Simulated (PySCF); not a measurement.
PySCF input for CH5F3Si2, SMILES F[SiH](F)[Si@@H](F)C, PBE-D3(BJ)/def2-SVP. Geometry optimised at PBE-D3(BJ)/def2-SVP. The structure was generated by enumeration; whether it is a known compound was not checked. The values are those of a single conformer.

```python
import numpy as np
from pyscf import gto, scf, dft, df
from pyscf.hessian import thermo

mol = gto.M(
    atom='''
    C    -2.19850340    0.88369473   -0.68887798
    Si   -0.96956278   -0.50075586   -0.39366668
    F    -1.57271525   -1.55720922    0.72035876
    Si    1.04206251    0.36823839    0.46353210
    F     1.47845628    1.57439528   -0.55858305
    F     2.22887605   -0.75577077    0.41984431
    H    -3.14257028    0.49322547   -1.11965691
    H    -2.43830355    1.41975194    0.25124125
    H    -1.76529339    1.61496707   -1.40283089
    H    -0.69868509   -1.26568340   -1.65982896
    H     1.00932294    0.93807748    1.85164706
    ''',
    basis='def2-SVP',
    charge=0,
    spin=0,
    max_memory=1600,
    verbose=3,
)
mf = dft.RKS(mol, xc='pbe').density_fit(auxbasis='def2-universal-jkfit')
mf.disp = 'd3bj'
mf.grids.level = 3
mf.conv_tol = 1e-11
mf.max_cycle = 100
mf.kernel()

# [left out here: the lines that compute and print the analytic Hessian (its translational invariance restored by hand, since the grid's response is missing), thermochemistry and intensities]
```

Log of the run:

```
converged SCF energy = -918.723180638725

WARN: DFTD3 does not support analytical Hessian, using finite difference


WARN: Mole.unit (angstrom) is changed to Bohr

Mode                                 0                   1                   2
Irrep
Freq [cm^-1]                       30.5147             68.4213            130.2235
Reduced mass [au]                   6.2596              6.0606              2.2371
Force const [Dyne/A]                0.0034              0.0167              0.0224
Char temp [K]                      43.9038             98.4429            187.3627
Normal mode                   x     y     z       x     y     z       x     y     z
       0   C                 0.06 -0.01 -0.10    0.10  0.07  0.05    0.03  0.03  0.05
       1  Si                 0.01 -0.03  0.01    0.01 -0.02  0.01   -0.03 -0.04 -0.06
       2   F                -0.05  0.06  0.06   -0.07 -0.03 -0.05    0.03  0.03  0.03
       3  Si                 0.01 -0.03  0.01    0.01 -0.01  0.01   -0.03 -0.04 -0.05
       4   F                -0.06  0.05  0.08   -0.10 -0.04 -0.07    0.02  0.02  0.04
       5   F                 0.04  0.01 -0.10    0.07  0.06  0.04    0.04  0.04  0.05
       6   H                 0.06  0.01 -0.12    0.09  0.17 -0.02   -0.12  0.07  0.35
       7   H                 0.04  0.05 -0.14    0.09  0.02  0.07    0.32  0.19  0.04
       8   H                 0.12 -0.06 -0.12    0.19  0.09  0.12   -0.09 -0.10 -0.16
       9   H                 0.01 -0.12  0.07   -0.00  0.02 -0.01   -0.19 -0.09 -0.06
      10   H                 0.03 -0.13  0.05    0.01  0.05 -0.02   -0.21 -0.08 -0.04
Mode                                 3                   4                   5
Irrep
Freq [cm^-1]                      161.6062            176.4041            201.4338
Reduced mass [au]                   1.4827              3.8635             10.6645
Force const [Dyne/A]                0.0228              0.0708              0.2549
[...]
       6   H                -0.00 -0.11  0.18    0.01 -0.01 -0.06   -0.12  0.19  0.02
       7   H                 0.10 -0.19  0.17   -0.08  0.05 -0.06    0.10 -0.02  0.05
       8   H                -0.14  0.05  0.10    0.02 -0.03 -0.03    0.01  0.04  0.03
       9   H                 0.11 -0.08 -0.00   -0.08  0.02  0.00   -0.08 -0.12 -0.04
      10   H                 0.03  0.03 -0.01    0.07 -0.01 -0.07    0.26  0.10  0.07
Mode                                 9                  10                  11
Irrep
Freq [cm^-1]                      622.6465            668.8974            737.0921
Reduced mass [au]                   1.1771              2.0777              1.6308
Force const [Dyne/A]                0.2689              0.5477              0.5220
Char temp [K]                     895.8497            962.3944           1060.5114
Normal mode                   x     y     z       x     y     z       x     y     z
       0   C                 0.05 -0.04  0.06   -0.05  0.15 -0.05   -0.12  0.04  0.04
       1  Si                -0.00 -0.01 -0.01    0.07 -0.03  0.00    0.06 -0.05 -0.01
       2   F                -0.01  0.02 -0.01   -0.02 -0.05  0.03   -0.02  0.01  0.03
       3  Si                 0.02  0.02  0.03    0.01  0.01  0.01    0.00  0.00 -0.00
       4   F                -0.00 -0.01 -0.01   -0.01 -0.01  0.00   -0.00  0.00 -0.00
       5   F                -0.01 -0.00 -0.01   -0.01 -0.00 -0.01    0.00 -0.00 -0.00
       6   H                 0.23 -0.28 -0.10    0.01 -0.12  0.05   -0.14  0.30 -0.16
       7   H                -0.24  0.16 -0.14   -0.19  0.02 -0.01   -0.12  0.32 -0.12
       8   H                 0.09 -0.19 -0.08   -0.38  0.32 -0.07    0.24 -0.20  0.00
       9   H                -0.64  0.21 -0.28   -0.25 -0.20  0.04    0.23  0.32 -0.20
      10   H                -0.11  0.03  0.02   -0.20 -0.00  0.00   -0.12 -0.05  0.01
Mode                                12                  13                  14
Irrep
Freq [cm^-1]                      768.1816            789.5222            797.5734
Reduced mass [au]                   1.2250              1.3053              1.8937
Force const [Dyne/A]                0.4259              0.4794              0.7097
Char temp [K]                    1105.2422           1135.9467           1147.5306
Normal mode                   x     y     z       x     y     z       x     y     z
       0   C                -0.03 -0.05 -0.01   -0.04 -0.02  0.00   -0.04  0.01  0.02
       1  Si                 0.01  0.02  0.02    0.00 -0.00  0.02    0.02 -0.02  0.02
       2   F                 0.00  0.01 -0.03    0.02  0.03 -0.04    0.02  0.04 -0.05
       3  Si                 0.02  0.02  0.02    0.01  0.01 -0.01    0.03 -0.01 -0.04
       4   F                -0.00  0.01 -0.05   -0.02 -0.04  0.06   -0.01 -0.05  0.04
       5   F                -0.00 -0.01 -0.01    0.02 -0.02 -0.02   -0.07  0.07  0.02
       6   H                -0.13  0.22 -0.02   -0.09  0.15 -0.04   -0.04  0.10 -0.06
       7   H                 0.16 -0.03  0.03    0.06  0.03 -0.00   -0.04  0.11 -0.05
       8   H                 0.15 -0.06  0.08    0.11 -0.06  0.04    0.08 -0.07  0.01
       9   H                -0.23 -0.29  0.16   -0.14 -0.22  0.12   -0.22 -0.28  0.13
      10   H                -0.52 -0.46  0.21   -0.28  0.67 -0.29    0.52 -0.21  0.05
Mode                                15                  16                  17
Irrep
Freq [cm^-1]                      819.2133            881.1882            895.7360
Reduced mass [au]                   2.9133              1.7181              2.8864
Force const [Dyne/A]                1.1519              0.7860              1.3645
Char temp [K]                    1178.6655           1267.8337           1288.7647
Normal mode                   x     y     z       x     y     z       x     y     z
       0   C                 0.01 -0.05 -0.06    0.03  0.02  0.08    0.03  0.03 -0.02
       1  Si                 0.02  0.05 -0.02   -0.02  0.03 -0.06   -0.06 -0.07  0.05
       2   F                -0.04 -0.06  0.07   -0.01 -0.03  0.03    0.04  0.07 -0.06
       3  Si                 0.06  0.01 -0.04    0.05  0.01 -0.02    0.04  0.04 -0.02
       4   F                -0.03 -0.06  0.05   -0.02 -0.04  0.03   -0.02 -0.04  0.03
       5   F                -0.06  0.05  0.00   -0.03  0.02 -0.00   -0.02  0.00 -0.00
       6   H                -0.12  0.14  0.06    0.19 -0.22 -0.07    0.04 -0.09  0.07
       7   H                 0.24 -0.20  0.10   -0.22  0.18 -0.09   -0.04 -0.08  0.03
       8   H                 0.00  0.08  0.07    0.06 -0.16 -0.08   -0.16  0.12 -0.04
       9   H                -0.12  0.30 -0.21    0.39 -0.30  0.23    0.24  0.29 -0.11
      10   H                -0.08 -0.01 -0.03   -0.24 -0.06  0.01   -0.27 -0.15  0.05
Mode                                18                  19                  20
Irrep
Freq [cm^-1]                      922.3592           1217.2920           1372.9497
Reduced mass [au]                   8.2341              1.2581              1.0475
Force const [Dyne/A]                4.1273              1.0984              1.1634
Char temp [K]                    1327.0695           1751.4122           1975.3690
Normal mode                   x     y     z       x     y     z       x     y     z
       0   C                 0.00 -0.00  0.00    0.09 -0.10  0.03   -0.01 -0.03 -0.05
       1  Si                 0.01  0.01 -0.01   -0.01  0.01 -0.00   -0.00 -0.00 -0.01
       2   F                -0.01 -0.01  0.01   -0.00 -0.00  0.00    0.00  0.00  0.00
       3  Si                -0.05  0.11 -0.04    0.00 -0.00  0.00    0.00  0.00 -0.00
       4   F                -0.02 -0.07  0.05   -0.00  0.00 -0.00   -0.00 -0.00  0.00
       5   F                 0.09 -0.08  0.00    0.00  0.00  0.00   -0.00 -0.00 -0.00
       6   H                 0.00  0.01 -0.01   -0.14  0.48 -0.04   -0.11 -0.30  0.44
       7   H                -0.00  0.01 -0.01   -0.28  0.30 -0.28   -0.06  0.33 -0.25
       8   H                 0.01 -0.01  0.00   -0.46  0.26  0.04    0.33  0.32  0.52
       9   H                -0.06 -0.03  0.01    0.01 -0.00  0.02    0.02  0.00  0.00
      10   H                 0.14 -0.22  0.09   -0.00  0.01 -0.00    0.00 -0.00  0.00
Mode                                21                  22                  23
Irrep
Freq [cm^-1]                     1380.2576           2164.0394           2177.1821
Reduced mass [au]                   1.0489              1.0418              1.0428
Force const [Dyne/A]                1.1773              2.8745              2.9124
Char temp [K]                    1985.8834           3113.5709           3132.4802
Normal mode                   x     y     z       x     y     z       x     y     z
       0   C                 0.05  0.03 -0.02    0.00 -0.00  0.00    0.00  0.00  0.00
       1  Si                 0.00  0.00 -0.00   -0.01  0.02  0.03   -0.00 -0.00 -0.00
       2   F                -0.00 -0.00 -0.00    0.00  0.00  0.00    0.00  0.00 -0.00
       3  Si                -0.00 -0.00  0.00   -0.00  0.00  0.00   -0.00  0.01  0.03
       4   F                 0.00  0.00  0.00    0.00  0.00 -0.00    0.00  0.00 -0.00
       5   F                 0.00  0.00  0.00    0.00 -0.00 -0.00    0.00  0.00  0.00
       6   H                -0.26  0.20  0.48    0.00  0.00  0.00    0.00 -0.00 -0.00
       7   H                -0.59 -0.35  0.04   -0.00  0.01  0.00    0.00  0.00  0.00
       8   H                 0.23 -0.24 -0.17   -0.01  0.00  0.00   -0.00  0.00 -0.00
       9   H                -0.02 -0.02  0.00    0.18 -0.50 -0.82    0.00  0.01  0.02
      10   H                 0.00  0.00 -0.00    0.00 -0.01 -0.02    0.02 -0.37 -0.90
Mode                                24                  25                  26
Irrep
Freq [cm^-1]                     2975.6436           3076.2794           3084.6581
Reduced mass [au]                   1.0354              1.1016              1.1031
Force const [Dyne/A]                5.4013              6.1425              6.1841
Char temp [K]                    4281.2887           4426.0812           4438.1363
Normal mode                   x     y     z       x     y     z       x     y     z
       0   C                 0.03 -0.04  0.01   -0.06 -0.04  0.05    0.03  0.05  0.07
       1  Si                -0.00  0.00 -0.00   -0.00 -0.00  0.00    0.00  0.00  0.00
       2   F                -0.00 -0.00  0.00    0.00  0.00 -0.00   -0.00 -0.00 -0.00
       3  Si                 0.00 -0.00 -0.00    0.00 -0.00  0.00   -0.00  0.00 -0.00
       4   F                -0.00  0.00 -0.00   -0.00  0.00 -0.00    0.00 -0.00  0.00
       5   F                 0.00  0.00  0.00    0.00  0.00 -0.00   -0.00 -0.00 -0.00
       6   H                -0.46 -0.21 -0.21    0.37  0.15  0.18   -0.56 -0.23 -0.25
       7   H                -0.11  0.25  0.46    0.08 -0.20 -0.34    0.16 -0.33 -0.58
       8   H                 0.25  0.40 -0.39    0.28  0.49 -0.48    0.01  0.02  0.00
       9   H                 0.00 -0.00 -0.00    0.00 -0.00 -0.00    0.00 -0.00 -0.00
      10   H                 0.00  0.00  0.00   -0.00  0.00 -0.00   -0.00 -0.00 -0.00
temperature 298.1500 [K]
pressure 101325.00 [Pa]
Rotational constants [GHz] 3.15300 1.42427 1.06840
Symmetry number 1
Zero-point energy (ZPE) 0.06181 [Eh]   162289.648 [J/mol]
                           tot       elec      trans        rot        vib
Entropy [J/mol/K]       398.716      0.000    169.473    119.643    109.600
Cv [J/mol/K]            123.126      0.000     12.472     12.472     98.183
Cp [J/mol/K]            131.441      0.000     20.786     12.472     98.183
Internal energy [J/mol]                      3718.434   3718.434 178500.999
Internal energy [Eh]   -918.65236  -918.72318
Enthalpy [J/mol]                             6197.391   3718.434 178500.999
Enthalpy [Eh]          -918.65142
Gibbs free energy [J/mol]                  -44330.963 -31953.103 145823.818
Gibbs free energy [Eh] -918.69669
mode   freq/cm-1   IR/(km/mol)
   1       30.51         1.441
   2       68.42         2.244
   3      130.22         9.379
   4      161.61         4.002
   5      176.40         1.778
   6      201.43         0.017
   7      250.26        14.062
   8      314.70        11.006
   9      448.44         1.119
  10      622.65        48.152
  11      668.90        60.599
  12      737.09        50.212
  13      768.18       202.502
  14      789.52        33.177
  15      797.57        15.416
  16      819.21       146.897
  17      881.19        89.132
  18      895.74        24.655
  19      922.36       161.178
  20     1217.29        22.392
  21     1372.95         5.111
  22     1380.26         5.890
  23     2164.04       110.861
  24     2177.18       132.232
  25     2975.64         0.101
  26     3076.28         0.687
  27     3084.66         0.312
max |gradient| / (hartree/bohr): 0.00022271247093619796
APT charges: [-0.3854  1.1813 -0.5824  1.4046 -0.5815 -0.6033  0.0294  0.037   0.0491
 -0.2711 -0.2777]
```

The run converged.

Cost: around 2.1 core-minutes (rough).
